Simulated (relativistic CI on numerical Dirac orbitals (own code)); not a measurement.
**How well does a small relativistic CI reproduce Au?**

Calculated at this level of theory: Dirac-Coulomb-Breit CI, KLI orbitals optimised for each configuration, model QED (radiative potential, 1s self-energy scaled to tabulated hydrogen-like ionisation energies), valence Slater integrals scaled by 0.85, P86 correlation energy added to each configuration (own radial code, finite nucleus).

Configuration list (outside the closed core [Xe] 4f14): 5d¹⁰6s, 5d⁹6s², 5d¹⁰6p, 5d⁹6s6p, 5d¹⁰7s, 5d¹⁰7p, 5d¹⁰6d, 5d¹⁰8s, 5d¹⁰8p, 5d¹⁰5f, 5d¹⁰7d, 5d¹⁰9s, 5d¹⁰9p, 5d¹⁰5g, 5d¹⁰6f. Double excitations out of closed p, d and f shells are left out; levels of such configurations are missing from the list, as are those of other unlisted configurations, and high levels can miss mixing partners.

| Configuration | Term (tabulated) | J | Measured (cm⁻¹) | Computed | Error | Purity (%) |
| --- | --- | --- | --- | --- | --- | --- |
| 5d¹⁰6s | 2S | 1/2 | 0.0 | 0 | 0 | 100 |
| 5d⁹6s² | 2D | 5/2 | 9161.2 | 12957 | 3796 | 100 |
| 5d⁹6s² | 2D | 3/2 | 21435.2 | 24539 | 3104 | 100 |
| 5d¹⁰6p | 2P° | 1/2 | 37359.0 | 33326 | -4033 | 96 |
| 5d¹⁰6p | 2P° | 3/2 | 41174.6 | 36027 | -5148 | 94 |
| 5d⁹6s6p | (5/2,2)° | 9/2 | 48697.1 | 43286 | -5412 | 100 |
| 5d¹⁰7s | 2S | 1/2 | 54485.2 | 46732 | -7753 | 100 |
| 5d¹⁰7p | 2P° † | 1/2 | 60032.8 | 52954 | -7079 | 92 |
| 5d¹⁰7p | 2P° † | 3/2 | 60728.5 | 52897 | -7831 | 84 |

Measured levels from NIST Handbook of Basic Atomic Spectroscopic Data (Sansonetti and Martin, J. Phys. Chem. Ref. Data 34, 1559 (2005)); pairs were made by configuration, J and term (by order where the table uses no LS term), so strongly mixed levels may be paired wrongly.

Mean error by configuration (cm⁻¹): 5d⁹6s² 3450; 5d¹⁰6p -4591; 5d⁹6s6p -5412; 5d¹⁰7s -7753. Over the excited levels the mean absolute error is 4874 cm⁻¹ (8 of the 19 excited levels that our extract of the source holds in range could be paired, and the others can miss by more), and the median relative error of those above 1,000 cm⁻¹ is 13 %. † marks terms whose computed intervals miss the measured ones by more than a factor of 2.5, or configurations far off the rest, from wrong mixing, a near crossing or a doubtful label or measurement; they are left out of the means.

Transition probabilities of persistent lines. The last column rescales the computed rate by the cube of measured over computed energy:

| λ measured (Å) | Lower | Upper | A tabulated (s⁻¹) | A computed | A rescaled |
| --- | --- | --- | --- | --- | --- |
| 2427.95 air | 5d¹⁰6s ²S1/2 | 5d¹⁰6p ²P°3/2 | 1.98e+08 | 2.02e+08 | 3.01e+08 |
| 2675.95 air | 5d¹⁰6s ²S1/2 | 5d¹⁰6p ²P°1/2 | 1.63e+08 | 1.73e+08 | 2.44e+08 |
| 3122.78 air | 5d⁹6s² ²D5/2 | 5d¹⁰6p ²P°3/2 | 1.90e+07 | 7.33e+06 | 1.96e+07 |
| 6278.17 air | 5d⁹6s² ²D3/2 | 5d¹⁰6p ²P°1/2 | 3.40e+06 | 2.59e+05 | 1.54e+06 |
